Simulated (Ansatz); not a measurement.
Geometry optimisation of C28H26F4O3S (relaxed from a model of trityl norbornyl tetrafluoroethanesulfonate, whose bonding it doesn't keep).

```yaml
crystal:
  periodic: [false, false, false]
  atoms:
    - {symbol: O, position_ang: [-0.542130, 1.002630, -0.284260]}
    - {symbol: S, position_ang: [0.628270, 0.893190, 0.524360]}
    - {symbol: O, position_ang: [1.410520, 2.063080, 0.721610]}
    - {symbol: O, position_ang: [1.499940, -0.347920, 0.183700]}
    - {symbol: C, position_ang: [0.138050, 0.308770, 2.235910]}
    - {symbol: F, position_ang: [1.285850, -0.052050, 2.839310]}
    - {symbol: F, position_ang: [-0.586140, -0.817120, 2.085950]}
    - {symbol: C, position_ang: [-0.613640, 1.371500, 3.052100]}
    - {symbol: F, position_ang: [0.298930, 2.318170, 3.396310]}
    - {symbol: F, position_ang: [-1.009470, 0.822870, 4.236000]}
    - {symbol: C, position_ang: [-1.767740, 2.002860, 2.287170]}
    - {symbol: C, position_ang: [-2.897780, 1.010860, 1.938820]}
    - {symbol: C, position_ang: [-4.150140, 1.750990, 2.419520]}
    - {symbol: C, position_ang: [-4.339380, 3.005160, 1.556250]}
    - {symbol: C, position_ang: [-3.246620, 3.962790, 2.075150]}
    - {symbol: C, position_ang: [-2.497300, 3.098510, 3.093460]}
    - {symbol: C, position_ang: [-3.653130, 2.335980, 3.740650]}
    - {symbol: H, position_ang: [-1.314710, 2.424500, 1.387430]}
    - {symbol: H, position_ang: [-2.908840, 0.779930, 0.875120]}
    - {symbol: H, position_ang: [-2.786670, 0.080280, 2.495310]}
    - {symbol: H, position_ang: [-5.031830, 1.115000, 2.470560]}
    - {symbol: H, position_ang: [-4.213870, 2.776010, 0.499220]}
    - {symbol: H, position_ang: [-5.335390, 3.424960, 1.696490]}
    - {symbol: H, position_ang: [-2.591730, 4.316590, 1.281430]}
    - {symbol: H, position_ang: [-3.684010, 4.831150, 2.568450]}
    - {symbol: H, position_ang: [-1.840880, 3.655450, 3.758450]}
    - {symbol: H, position_ang: [-3.334100, 1.579800, 4.453480]}
    - {symbol: H, position_ang: [-4.373870, 2.999950, 4.212840]}
    - {symbol: C, position_ang: [4.241570, 1.193530, -3.606140]}
    - {symbol: C, position_ang: [3.191990, 1.812680, -2.947950]}
    - {symbol: C, position_ang: [2.336740, 1.071350, -2.152670]}
    - {symbol: C, position_ang: [2.536510, -0.294950, -1.987300]}
    - {symbol: C, position_ang: [1.596630, -1.074290, -1.085320]}
    - {symbol: C, position_ang: [0.210330, -1.235110, -1.676240]}
    - {symbol: C, position_ang: [-0.111240, -0.808770, -2.956360]}
    - {symbol: C, position_ang: [-1.403870, -0.953780, -3.431230]}
    - {symbol: C, position_ang: [-2.382300, -1.519400, -2.634430]}
    - {symbol: C, position_ang: [-2.059620, -1.966780, -1.364370]}
    - {symbol: C, position_ang: [-0.768160, -1.837180, -0.892840]}
    - {symbol: C, position_ang: [2.182770, -2.426590, -0.715350]}
    - {symbol: C, position_ang: [1.867040, -3.559380, -1.456180]}
    - {symbol: C, position_ang: [2.441120, -4.778300, -1.139910]}
    - {symbol: C, position_ang: [3.324230, -4.880100, -0.078850]}
    - {symbol: C, position_ang: [3.639000, -3.753920, 0.661960]}
    - {symbol: C, position_ang: [3.078030, -2.530240, 0.341450]}
    - {symbol: C, position_ang: [3.587020, -0.912290, -2.654320]}
    - {symbol: C, position_ang: [4.430380, -0.169730, -3.463640]}
    - {symbol: H, position_ang: [4.909150, 1.771020, -4.227900]}
    - {symbol: H, position_ang: [3.034140, 2.874990, -3.053700]}
    - {symbol: H, position_ang: [1.511030, 1.552960, -1.652160]}
    - {symbol: H, position_ang: [0.643300, -0.361510, -3.585900]}
    - {symbol: H, position_ang: [-1.643840, -0.617380, -4.428950]}
    - {symbol: H, position_ang: [-3.392610, -1.613680, -3.003060]}
    - {symbol: H, position_ang: [-2.814200, -2.419570, -0.739240]}
    - {symbol: H, position_ang: [-0.512580, -2.197150, 0.091270]}
    - {symbol: H, position_ang: [1.178250, -3.486620, -2.284520]}
    - {symbol: H, position_ang: [2.194380, -5.651850, -1.723870]}
    - {symbol: H, position_ang: [3.768660, -5.832360, 0.168600]}
    - {symbol: H, position_ang: [4.328000, -3.824340, 1.490360]}
    - {symbol: H, position_ang: [3.325090, -1.648900, 0.912360]}
    - {symbol: H, position_ang: [3.750230, -1.973660, -2.544400]}
    - {symbol: H, position_ang: [5.240640, -0.662630, -3.979990]}
basis:
  gaussian: {orbitals: def2-SVP, fitting: {mean_field: def2-universal-jkfit}}
hamiltonian: {xc: pbe, dispersion: d4}
scf: {lower_state_search: "off"}
output: {orbitals: {seedname: orbitals}}
relax: {f_tol: 0.03, max_steps: 70}
```

```sh
$ ansatz run in.yaml --threads 2 --pin off --events-out ev --progress --plain --max-ram 32768MiB --backend cuda --devices 0, --max-vram 18GiB
```

Shortened log:

```
Functional definition: PBE
mean field -57204.53699110 eV, -2102.2279597949 hartree, gradient 2.3e-6 eV, S^2 0.000000; 0 other end points of the search recorded, 0 dependent functions left out
relax step   1: F+E_penalty+E_count = -57207.36697785 eV  Δ(F+E_penalty+E_count) = +0.000e0 eV  max|allowed force component| = 2.623e0 eV/Å  Δτ_max = 0.0000 Å  (24 SCF iters, accepted)
mean field -57205.22834604 eV, -2102.2533666206 hartree, gradient 1.9e-6 eV, S^2 0.000000; 0 other end points of the search recorded, 0 dependent functions left out
relax step   2: F+E_penalty+E_count = -57208.00200895 eV  Δ(F+E_penalty+E_count) = -6.350e-1 eV  max|allowed force component| = 1.311e0 eV/Å  Δτ_max = 0.1175 Å  (21 SCF iters, accepted)
mean field -57205.38970938 eV, -2102.2592966138 hartree, gradient 2.2e-6 eV, S^2 0.000000; 0 other end points of the search recorded, 0 dependent functions left out
relax step   3: F+E_penalty+E_count = -57208.13231344 eV  Δ(F+E_penalty+E_count) = -1.303e-1 eV  max|allowed force component| = 7.836e-1 eV/Å  Δτ_max = 0.1213 Å  (21 SCF iters, accepted)
mean field -57205.41418836 eV, -2102.2601961998 hartree, gradient 1.6e-6 eV, S^2 0.000000; 0 other end points of the search recorded, 0 dependent functions left out
relax step   4: F+E_penalty+E_count = -57208.15087939 eV  Δ(F+E_penalty+E_count) = -1.857e-2 eV  max|allowed force component| = 6.182e-1 eV/Å  Δτ_max = 0.0530 Å  (21 SCF iters, accepted)
mean field -57205.42141695 eV, -2102.2604618455 hartree, gradient 1.6e-6 eV, S^2 0.000000; 0 other end points of the search recorded, 0 dependent functions left out
relax step   5: F+E_penalty+E_count = -57208.16085015 eV  Δ(F+E_penalty+E_count) = -9.971e-3 eV  max|allowed force component| = 3.882e-1 eV/Å  Δτ_max = 0.0266 Å  (22 SCF iters, accepted)
mean field -57205.42727258 eV, -2102.2606770361 hartree, gradient 1.6e-6 eV, S^2 0.000000; 0 other end points of the search recorded, 0 dependent functions left out
relax step   6: F+E_penalty+E_count = -57208.16818447 eV  Δ(F+E_penalty+E_count) = -7.334e-3 eV  max|allowed force component| = 6.923e-2 eV/Å  Δτ_max = 0.0543 Å  (21 SCF iters, accepted)
mean field -57205.43165806 eV, -2102.2608381993 hartree, gradient 1.6e-6 eV, S^2 0.000000; 0 other end points of the search recorded, 0 dependent functions left out
relax step   7: F+E_penalty+E_count = -57208.17184315 eV  Δ(F+E_penalty+E_count) = -3.659e-3 eV  max|allowed force component| = 1.094e-1 eV/Å  Δτ_max = 0.0653 Å  (21 SCF iters, accepted)
mean field -57205.43696502 eV, -2102.2610332265 hartree, gradient 2.4e-6 eV, S^2 0.000000; 0 other end points of the search recorded, 0 dependent functions left out
relax step   8: F+E_penalty+E_count = -57208.17595473 eV  Δ(F+E_penalty+E_count) = -4.112e-3 eV  max|allowed force component| = 1.916e-1 eV/Å  Δτ_max = 0.1376 Å  (20 SCF iters, accepted)
mean field -57205.44013704 eV, -2102.2611497962 hartree, gradient 1.7e-6 eV, S^2 0.000000; 0 other end points of the search recorded, 0 dependent functions left out
relax step   9: F+E_penalty+E_count = -57208.17863887 eV  Δ(F+E_penalty+E_count) = -2.684e-3 eV  max|allowed force component| = 1.486e-1 eV/Å  Δτ_max = 0.0711 Å  (21 SCF iters, accepted)
mean field -57205.44615623 eV, -2102.2613709973 hartree, gradient 1.7e-6 eV, S^2 0.000000; 0 other end points of the search recorded, 0 dependent functions left out
relax step  10: F+E_penalty+E_count = -57208.18387755 eV  Δ(F+E_penalty+E_count) = -5.239e-3 eV  max|allowed force component| = 1.185e-1 eV/Å  Δτ_max = 0.1953 Å  (20 SCF iters, accepted)
mean field -57205.44950667 eV, -2102.2614941236 hartree, gradient 1.7e-6 eV, S^2 0.000000; 0 other end points of the search recorded, 0 dependent functions left out
relax step  11: F+E_penalty+E_count = -57208.18701371 eV  Δ(F+E_penalty+E_count) = -3.136e-3 eV  max|allowed force component| = 1.419e-1 eV/Å  Δτ_max = 0.0946 Å  (20 SCF iters, accepted)
mean field -57205.45445737 eV, -2102.2616760586 hartree, gradient 2.1e-6 eV, S^2 0.000000; 0 other end points of the search recorded, 0 dependent functions left out
relax step  12: F+E_penalty+E_count = -57208.19120053 eV  Δ(F+E_penalty+E_count) = -4.187e-3 eV  max|allowed force component| = 2.009e-1 eV/Å  Δτ_max = 0.1411 Å  (20 SCF iters, accepted)
mean field -57205.45751760 eV, -2102.2617885201 hartree, gradient 1.5e-6 eV, S^2 0.000000; 0 other end points of the search recorded, 0 dependent functions left out
relax step  13: F+E_penalty+E_count = -57208.19453904 eV  Δ(F+E_penalty+E_count) = -3.339e-3 eV  max|allowed force component| = 1.970e-1 eV/Å  Δτ_max = 0.0693 Å  (20 SCF iters, accepted)
mean field -57205.46294234 eV, -2102.2619878755 hartree, gradient 2.7e-6 eV, S^2 0.000000; 0 other end points of the search recorded, 0 dependent functions left out
relax step  14: F+E_penalty+E_count = -57208.19974812 eV  Δ(F+E_penalty+E_count) = -5.209e-3 eV  max|allowed force component| = 1.390e-1 eV/Å  Δτ_max = 0.0961 Å  (19 SCF iters, accepted)
mean field -57205.47022906 eV, -2102.2622556575 hartree, gradient 1.8e-6 eV, S^2 0.000000; 0 other end points of the search recorded, 0 dependent functions left out
relax step  15: F+E_penalty+E_count = -57208.20561578 eV  Δ(F+E_penalty+E_count) = -5.868e-3 eV  max|allowed force component| = 1.233e-1 eV/Å  Δτ_max = 0.1951 Å  (20 SCF iters, accepted)
mean field -57205.47585586 eV, -2102.2624624388 hartree, gradient 3.0e-6 eV, S^2 0.000000; 0 other end points of the search recorded, 0 dependent functions left out
relax step  16: F+E_penalty+E_count = -57208.20904583 eV  Δ(F+E_penalty+E_count) = -3.430e-3 eV  max|allowed force component| = 1.348e-1 eV/Å  Δτ_max = 0.1558 Å  (19 SCF iters, accepted)
mean field -57205.47909161 eV, -2102.2625813502 hartree, gradient 1.3e-6 eV, S^2 0.000000; 0 other end points of the search recorded, 0 dependent functions left out
relax step  17: F+E_penalty+E_count = -57208.21262671 eV  Δ(F+E_penalty+E_count) = -3.581e-3 eV  max|allowed force component| = 1.008e-1 eV/Å  Δτ_max = 0.0201 Å  (22 SCF iters, accepted)
mean field -57205.48388107 eV, -2102.2627573597 hartree, gradient 2.9e-6 eV, S^2 0.000000; 0 other end points of the search recorded, 0 dependent functions left out
relax step  18: F+E_penalty+E_count = -57208.21754059 eV  Δ(F+E_penalty+E_count) = -4.914e-3 eV  max|allowed force component| = 4.936e-2 eV/Å  Δτ_max = 0.1016 Å  (20 SCF iters, accepted)
mean field -57205.49033962 eV, -2102.2629947072 hartree, gradient 2.6e-6 eV, S^2 0.000000; 0 other end points of the search recorded, 0 dependent functions left out
relax step  19: F+E_penalty+E_count = -57208.22175790 eV  Δ(F+E_penalty+E_count) = -4.217e-3 eV  max|allowed force component| = 7.720e-2 eV/Å  Δτ_max = 0.1967 Å  (20 SCF iters, accepted)
mean field -57205.49330366 eV, -2102.2631036335 hartree, gradient 2.2e-6 eV, S^2 0.000000; 0 other end points of the search recorded, 0 dependent functions left out
[...]
mean field -57205.50111943 eV, -2102.2633908576 hartree, gradient 1.3e-6 eV, S^2 0.000000; 0 other end points of the search recorded, 0 dependent functions left out
relax step  29: F+E_penalty+E_count = -57208.23933712 eV  Δ(F+E_penalty+E_count) = -1.521e-3 eV  max|allowed force component| = 8.768e-2 eV/Å  Δτ_max = 0.0929 Å  (21 SCF iters, accepted)
mean field -57205.50143198 eV, -2102.2634023437 hartree, gradient 1.7e-6 eV, S^2 0.000000; 0 other end points of the search recorded, 0 dependent functions left out
relax step  30: F+E_penalty+E_count = -57208.24023409 eV  Δ(F+E_penalty+E_count) = -8.970e-4 eV  max|allowed force component| = 9.061e-2 eV/Å  Δτ_max = 0.1220 Å  (20 SCF iters, accepted)
mean field -57205.50197840 eV, -2102.2634224243 hartree, gradient 1.2e-6 eV, S^2 0.000000; 0 other end points of the search recorded, 0 dependent functions left out
relax step  31: F+E_penalty+E_count = -57208.24071334 eV  Δ(F+E_penalty+E_count) = -4.793e-4 eV  max|allowed force component| = 7.003e-2 eV/Å  Δτ_max = 0.0199 Å  (22 SCF iters, accepted)
mean field -57205.50329709 eV, -2102.2634708853 hartree, gradient 1.3e-6 eV, S^2 0.000000; 0 other end points of the search recorded, 0 dependent functions left out
relax step  32: F+E_penalty+E_count = -57208.24162453 eV  Δ(F+E_penalty+E_count) = -9.112e-4 eV  max|allowed force component| = 2.455e-2 eV/Å  Δτ_max = 0.0625 Å  (21 SCF iters, accepted)
mean field -57205.50381737 eV, -2102.2634900053 hartree, gradient 1.4e-6 eV, S^2 0.000000; 0 other end points of the search recorded, 0 dependent functions left out
relax step  33: F+E_penalty+E_count = -57208.24202193 eV  Δ(F+E_penalty+E_count) = -3.974e-4 eV  max|allowed force component| = 2.769e-2 eV/Å  Δτ_max = 0.0624 Å  (21 SCF iters, accepted)
mean field -57205.50374191 eV, -2102.2634872321 hartree, gradient 1.3e-6 eV, S^2 0.000000; 0 other end points of the search recorded, 0 dependent functions left out
relax step  34: F+E_penalty+E_count = -57208.24233810 eV  Δ(F+E_penalty+E_count) = -3.162e-4 eV  max|allowed force component| = 3.581e-2 eV/Å  Δτ_max = 0.0624 Å  (21 SCF iters, accepted)
mean field -57205.50354165 eV, -2102.2634798727 hartree, gradient 1.3e-6 eV, S^2 0.000000; 0 other end points of the search recorded, 0 dependent functions left out
relax step  35: F+E_penalty+E_count = -57208.24265213 eV  Δ(F+E_penalty+E_count) = -3.140e-4 eV  max|allowed force component| = 4.352e-2 eV/Å  Δτ_max = 0.0500 Å  (21 SCF iters, accepted)
mean field -57205.50338611 eV, -2102.2634741566 hartree, gradient 2.9e-6 eV, S^2 0.000000; 0 other end points of the search recorded, 0 dependent functions left out
relax step  36: F+E_penalty+E_count = -57208.24315819 eV  Δ(F+E_penalty+E_count) = -5.061e-4 eV  max|allowed force component| = 4.950e-2 eV/Å  Δτ_max = 0.0640 Å  (20 SCF iters, accepted)
mean field -57205.50303907 eV, -2102.2634614033 hartree, gradient 1.4e-6 eV, S^2 0.000000; 0 other end points of the search recorded, 0 dependent functions left out
relax step  37: F+E_penalty+E_count = -57208.24358238 eV  Δ(F+E_penalty+E_count) = -4.242e-4 eV  max|allowed force component| = 5.908e-2 eV/Å  Δτ_max = 0.0844 Å  (20 SCF iters, accepted)
mean field -57205.50311821 eV, -2102.2634643114 hartree, gradient 1.3e-6 eV, S^2 0.000000; 0 other end points of the search recorded, 0 dependent functions left out
relax step  38: F+E_penalty+E_count = -57208.24383697 eV  Δ(F+E_penalty+E_count) = -2.546e-4 eV  max|allowed force component| = 5.278e-2 eV/Å  Δτ_max = 0.0322 Å  (21 SCF iters, accepted)
mean field -57205.50327838 eV, -2102.2634701976 hartree, gradient 1.3e-6 eV, S^2 0.000000; 0 other end points of the search recorded, 0 dependent functions left out
relax step  39: F+E_penalty+E_count = -57208.24420787 eV  Δ(F+E_penalty+E_count) = -3.709e-4 eV  max|allowed force component| = 3.317e-2 eV/Å  Δτ_max = 0.0201 Å  (22 SCF iters, accepted)
mean field -57205.50301634 eV, -2102.2634605678 hartree, gradient 1.3e-6 eV, S^2 0.000000; 0 other end points of the search recorded, 0 dependent functions left out
relax step  40: F+E_penalty+E_count = -57208.24457701 eV  Δ(F+E_penalty+E_count) = -3.691e-4 eV  max|allowed force component| = 1.599e-2 eV/Å  Δτ_max = 0.0439 Å  (21 SCF iters, accepted)
mean field -57205.50265391 eV, -2102.2634472488 hartree, gradient 1.4e-6 eV, S^2 0.000000; 0 other end points of the search recorded, 0 dependent functions left out
relax step  41: F+E_penalty+E_count = -57208.24479554 eV  Δ(F+E_penalty+E_count) = -2.185e-4 eV  max|allowed force component| = 1.641e-2 eV/Å  Δτ_max = 0.0522 Å  (21 SCF iters, accepted)
Total energy: -57208.24487622 eV, -2102.3642220598 hartree
Atom 0 at    -0.816923     0.749084    -0.343027 Å, force    -0.001571    -0.007537    -0.000327 eV/Å
Atom 1 at     0.353984     0.499986     0.518148 Å, force    -0.003027     0.016414    -0.003987 eV/Å
Atom 2 at     1.399536     1.513273     0.706318 Å, force     0.002653    -0.005060     0.005455 eV/Å
Atom 3 at     1.012905    -0.981124     0.214557 Å, force     0.002473    -0.001561    -0.009544 eV/Å
Atom 4 at    -0.277870    -0.029340     2.235864 Å, force     0.003249     0.004345    -0.000792 eV/Å
Atom 5 at     0.701852    -0.707138     2.861619 Å, force     0.003020    -0.002596     0.002588 eV/Å
Atom 6 at    -1.325752    -0.860483     2.033976 Å, force    -0.005697    -0.003943    -0.001595 eV/Å
Atom 7 at    -0.711249     1.197734     3.101754 Å, force     0.001171     0.001093    -0.000403 eV/Å
Atom 8 at     0.442593     1.790843     3.528450 Å, force    -0.001264    -0.000361    -0.000935 eV/Å
Atom 9 at    -1.318951     0.654244     4.209949 Å, force     0.000223    -0.000199     0.002998 eV/Å
Atom 10 at    -1.603567     2.218227     2.415319 Å, force     0.000274     0.003080    -0.001633 eV/Å
Atom 11 at    -3.002281     1.682729     1.973248 Å, force     0.000906    -0.000646     0.001922 eV/Å
Atom 12 at    -3.971938     2.730089     2.559920 Å, force     0.000060     0.001067     0.000419 eV/Å
Atom 13 at    -3.757523     4.076343     1.826770 Å, force     0.000383    -0.002245    -0.001082 eV/Å
Atom 14 at    -2.389558     4.574983     2.395022 Å, force    -0.000171     0.003025     0.000446 eV/Å
Atom 15 at    -1.962745     3.424089     3.334226 Å, force    -0.000024    -0.003468    -0.001235 eV/Å
Atom 16 at    -3.322166     3.003339     3.932658 Å, force    -0.000368    -0.000348    -0.000546 eV/Å
Atom 17 at    -1.015997     2.586065     1.549990 Å, force    -0.000411    -0.001112     0.001864 eV/Å
Atom 18 at    -3.070211     1.575141     0.874074 Å, force     0.000297     0.000272     0.001671 eV/Å
Atom 19 at    -3.202842     0.688732     2.418024 Å, force    -0.000085     0.000983    -0.001097 eV/Å
Atom 20 at    -5.025323     2.388706     2.575541 Å, force     0.000608     0.000217     0.000385 eV/Å
Atom 21 at    -3.744116     3.946614     0.725544 Å, force    -0.000503     0.000440     0.001443 eV/Å
Atom 22 at    -4.575046     4.788156     2.059593 Å, force    -0.000111     0.000062     0.000274 eV/Å
Atom 23 at    -1.635546     4.773677     1.607060 Å, force    -0.000436    -0.000786     0.000759 eV/Å
Atom 24 at    -2.511715     5.512633     2.973957 Å, force     0.000159    -0.000232    -0.000504 eV/Å
Atom 25 at    -1.158946     3.691720     4.044807 Å, force    -0.000773    -0.000286    -0.000922 eV/Å
Atom 26 at    -3.262377     2.107037     4.579295 Å, force     0.000357     0.001037    -0.001184 eV/Å
Atom 27 at    -3.810955     3.824606     4.496178 Å, force    -0.000156     0.000075    -0.000077 eV/Å
Atom 28 at     3.366544     2.000228    -2.928832 Å, force    -0.008391    -0.000063     0.007905 eV/Å
Atom 29 at     1.996345     1.807717    -3.157473 Å, force     0.009450     0.001324    -0.004839 eV/Å
Atom 30 at     1.341123     0.687676    -2.626701 Å, force    -0.005230    -0.005246     0.000547 eV/Å
Atom 31 at     2.053921    -0.259516    -1.864949 Å, force     0.002216     0.009028    -0.000401 eV/Å
Atom 32 at     1.335750    -1.415767    -1.163860 Å, force    -0.001252    -0.002460     0.006543 eV/Å
Atom 33 at     0.060550    -1.909772    -1.858571 Å, force    -0.004764    -0.002767    -0.003095 eV/Å
Atom 34 at     0.016268    -2.048646    -3.259815 Å, force     0.002350     0.002139     0.005975 eV/Å
Atom 35 at    -1.112307    -2.594524    -3.887882 Å, force    -0.002158    -0.005070    -0.003185 eV/Å
Atom 36 at    -2.212541    -3.013252    -3.124965 Å, force     0.001976     0.003981     0.006669 eV/Å
Atom 37 at    -2.171427    -2.882733    -1.728665 Å, force    -0.004252    -0.001912    -0.008948 eV/Å
Atom 38 at    -1.042744    -2.340291    -1.099525 Å, force     0.006792     0.002528     0.002787 eV/Å
Atom 39 at     2.247089    -2.635342    -0.950348 Å, force     0.008175    -0.012404     0.002064 eV/Å
Atom 40 at     2.898926    -3.208024    -2.060644 Å, force    -0.005796     0.012973     0.006078 eV/Å
Atom 41 at     3.704000    -4.342936    -1.905690 Å, force     0.008102    -0.014527     0.010434 eV/Å
Atom 42 at     3.869509    -4.925238    -0.637917 Å, force    -0.008940     0.010291    -0.007545 eV/Å
Atom 43 at     3.225095    -4.357366     0.469651 Å, force     0.009065    -0.006520    -0.001914 eV/Å
Atom 44 at     2.417545    -3.218545     0.317844 Å, force    -0.007491     0.008941    -0.010578 eV/Å
Atom 45 at     3.426971    -0.051192    -1.628007 Å, force    -0.004778    -0.004882    -0.001545 eV/Å
Atom 46 at     4.079328     1.068784    -2.157711 Å, force     0.002963     0.002709    -0.004038 eV/Å
Atom 47 at     3.878575     2.881206    -3.345036 Å, force     0.001173    -0.000127    -0.001215 eV/Å
Atom 48 at     1.426542     2.539237    -3.750177 Å, force    -0.001212     0.000422    -0.000538 eV/Å
Atom 49 at     0.261815     0.561355    -2.786057 Å, force     0.001368     0.000314     0.000861 eV/Å
Atom 50 at     0.866858    -1.717720    -3.872932 Å, force    -0.002715     0.000002     0.000874 eV/Å
Atom 51 at    -1.130456    -2.689028    -4.984425 Å, force    -0.000282     0.000959     0.002408 eV/Å
Atom 52 at    -3.100099    -3.438304    -3.617745 Å, force     0.000685    -0.000883    -0.000236 eV/Å
Atom 53 at    -3.028376    -3.205480    -1.117886 Å, force     0.001205     0.001347    -0.000573 eV/Å
Atom 54 at    -1.023735    -2.238437    -0.007404 Å, force    -0.000486     0.000208    -0.002923 eV/Å
Atom 55 at     2.785494    -2.755356    -3.056332 Å, force     0.000483    -0.003895     0.004445 eV/Å
Atom 56 at     4.209072    -4.774746    -2.783236 Å, force    -0.001639     0.001754     0.002694 eV/Å
Atom 57 at     4.502087    -5.817466    -0.515857 Å, force     0.001482    -0.000545    -0.000663 eV/Å
Atom 58 at     3.351685    -4.800063     1.469634 Å, force    -0.001972     0.001640    -0.004254 eV/Å
Atom 59 at     1.925182    -2.771292     1.190884 Å, force     0.001459    -0.001378    -0.000947 eV/Å
Atom 60 at     3.986066    -0.773070    -1.015626 Å, force     0.000255     0.000531     0.002417 eV/Å
Atom 61 at     5.152071     1.217900    -1.962578 Å, force     0.000922    -0.000140     0.000375 eV/Å
Dipole moment:    -0.097261    -0.060756    -0.354894 e Å
Checks for a lower state left out: stability, starts, cluster_reference, orbital_swaps, neighbouring_geometries, increment
```

Run time 3.9 min (2 threads of AMD EPYC 7R13 on a shared host and a share (18 GiB) of an NVIDIA H100 80GB HBM3), peak host memory 1.1 GiB.

Single mean-field runs in def2-SVP are fitted with def2-universal-jkfit.
